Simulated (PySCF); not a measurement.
## Calculated data, CH₆GeN₂, CH₄GeO₂, CH₃Cl₂Ge

All values are calculated (PySCF 2.14.0). Calculation on a computer-drawn molecule: the log of a Hartree-Fock and frozen-core CCSD(T) single point meant for a local Hartree-Fock minimum, with one planted fault or none, to be diagnosed. Offsets are logged minus clean, where the clean run is the same molecule without the fault. The reference is restricted for singlets and unrestricted otherwise, and also for a bond in bohr or an excited solution. Adding or removing an electron swaps singlet and doublet. The excited solution moves the top pair (singlet) or top alpha electron (doublet) to the lowest empty orbital. Highest occupied and lowest empty are orbital energies over both spins, largest force is the largest gradient component, triples share is (T) over the correlation energy, the T1 limit is 0.02 restricted and 0.045 unrestricted, electrons count all cores, a negative frequency is imaginary (commonest isotopes), and the dipole is about the centre of nuclear charge; on germanium a core potential holds 10 electrons, which the energies leave out, and 3d is frozen in MP2 and coupled-cluster steps.

Common to all runs: meant charge 0; meant basis and core potential on germanium cc-pVDZ-PP ECP10MDF; logged SCF converged yes; possible faults no fault, one electron removed, one electron added, multiplicity raised by two, geometry at a saddle point, SCF held on an excited solution, minimal basis STO-3G, one bond length entered in bohr, all coordinates scaled.

(1) 
```xyz
10
formula=CH6GeN2 meant_multiplicity=1 meant_basis=cc-pVDZ logged_electrons=57 logged_basis_functions=95 logged_spin_squared=0.7623 logged_highest_occupied=-16.641 logged_lowest_empty=-5.7102 logged_largest_force=0.083121 logged_T1_diagnostic=0.025343 logged_D1_diagnostic=0.1464 logged_triples_share=0.029384 logged_CC_converged=yes logged_dipole_magnitude=1.7604 logged_SCF_stable_within_its_kind=yes logged_energy_HF=-443.35764 logged_energy_CCSD(T)=-443.94819 planted_fault=one_electron_removed HF_energy_offset_from_clean_run=156 CCSD(T)_energy_offset_from_clean_run=187.8
C      0.4060     0.2377    -1.1288
Ge     0.2143     0.1717     0.8065
N      1.0762    -0.5898     2.0372
N     -1.2373     1.1204     1.2678
H     -0.5192    -0.1001    -1.5994
H      0.6010     1.2646    -1.4454
H      1.2291    -0.3969    -1.4554
H      1.8377    -1.1498     1.6807
H     -1.5799     1.8556     0.6804
H     -1.3791     1.3203     2.2402
```

Units: logged_highest_occupied, logged_lowest_empty in eV; logged_largest_force in hartree/bohr; logged_dipole_magnitude in debye; logged_energy_HF, logged_energy_CCSD(T) in hartree; HF_energy_offset_from_clean_run, CCSD(T)_energy_offset_from_clean_run in kcal/mol.

Drawn bonds:
```csv
atom,other atom,order
1,2,1
2,3,2
2,4,1
1,5,1
1,6,1
1,7,1
3,8,1
4,9,1
4,10,1
```

(2) 
```xyz
8
formula=CH4GeO2 meant_multiplicity=1 meant_basis=cc-pVDZ logged_electrons=59 logged_basis_functions=85 logged_spin_squared=0.7683 logged_highest_occupied=1.3281 logged_lowest_empty=8.065 logged_largest_force=0.059445 logged_T1_diagnostic=0.018095 logged_D1_diagnostic=0.081159 logged_triples_share=0.027671 logged_CC_converged=yes logged_dipole_magnitude=6.1633 logged_SCF_stable_within_its_kind=yes logged_energy_HF=-483.21833 logged_energy_CCSD(T)=-483.87777 planted_fault=one_electron_added HF_energy_offset_from_clean_run=45.35 CCSD(T)_energy_offset_from_clean_run=44.89
C      1.7261     2.1466     1.6184
Ge     3.4934     1.4694     2.0152
O      4.8665     1.6586     1.1905
O      3.4529     0.5424     3.5010
H      1.3938     2.8024     2.4254
H      1.0229     1.3162     1.5315
H      1.7532     2.7033     0.6834
H      2.6152     0.4722     3.9361
```

Units: logged_highest_occupied, logged_lowest_empty in eV; logged_largest_force in hartree/bohr; logged_dipole_magnitude in debye; logged_energy_HF, logged_energy_CCSD(T) in hartree; HF_energy_offset_from_clean_run, CCSD(T)_energy_offset_from_clean_run in kcal/mol.

Drawn bonds:
```csv
atom,other atom,order
1,2,1
2,3,2
2,4,1
1,5,1
1,6,1
1,7,1
4,8,1
```

Notes: highest electron not bound in this basis.

(3) 
```xyz
8
formula=CH4GeO2 meant_multiplicity=1 meant_basis=cc-pVDZ logged_electrons=58 logged_basis_functions=85 logged_spin_squared=0 logged_highest_occupied=-3.6245 logged_lowest_empty=-5.9702 logged_largest_force=0.30011 logged_CC_converged=no logged_dipole_magnitude=2.2793 logged_SCF_stable_within_its_kind=no logged_energy_HF=-482.69774 planted_fault=SCF_held_on_an_excited_solution HF_energy_offset_from_clean_run=372
C      1.7261     2.1466     1.6184
Ge     3.4934     1.4694     2.0152
O      4.8665     1.6586     1.1905
O      3.4529     0.5424     3.5010
H      1.3938     2.8024     2.4254
H      1.0229     1.3162     1.5315
H      1.7532     2.7033     0.6834
H      2.6152     0.4722     3.9361
```

Units: logged_highest_occupied, logged_lowest_empty in eV; logged_largest_force in hartree/bohr; logged_dipole_magnitude in debye; logged_energy_HF in hartree; HF_energy_offset_from_clean_run in kcal/mol.

Drawn bonds:
```csv
atom,other atom,order
1,2,1
2,3,2
2,4,1
1,5,1
1,6,1
1,7,1
4,8,1
```

Notes: CCSD not converged.

(4) 
```xyz
7
formula=CH3Cl2Ge meant_multiplicity=2 meant_basis=cc-pV(D+d)Z logged_electrons=75 logged_basis_functions=98 logged_spin_squared=0.758 logged_highest_occupied=-9.6629 logged_lowest_empty=0.16052 logged_largest_force=2.131e-05 logged_lowest_frequency=126.99 logged_T1_diagnostic=0.012199 logged_D1_diagnostic=0.055519 logged_triples_share=0.026332 logged_CC_converged=yes logged_dipole_magnitude=3.3521 logged_SCF_stable_within_its_kind=yes logged_energy_HF=-1252.07836 logged_energy_CCSD(T)=-1252.63265 planted_fault=no_fault HF_energy_offset_from_clean_run=0 CCSD(T)_energy_offset_from_clean_run=0
C     -0.1175     0.7584    -1.8997
Ge    -0.6547     1.8644    -0.3722
Cl     1.0467     3.0806     0.2308
Cl    -1.1297     0.5518     1.2976
H     -0.9469     0.1127    -2.1873
H      0.1630     1.4041    -2.7316
H      0.7369     0.1533    -1.5934
```

Units: logged_highest_occupied, logged_lowest_empty in eV; logged_largest_force in hartree/bohr; logged_lowest_frequency in cm⁻¹; logged_dipole_magnitude in debye; logged_energy_HF, logged_energy_CCSD(T) in hartree; HF_energy_offset_from_clean_run, CCSD(T)_energy_offset_from_clean_run in kcal/mol.

Drawn bonds:
```csv
atom,other atom,order
1,2,1
2,3,1
2,4,1
1,5,1
1,6,1
1,7,1
```
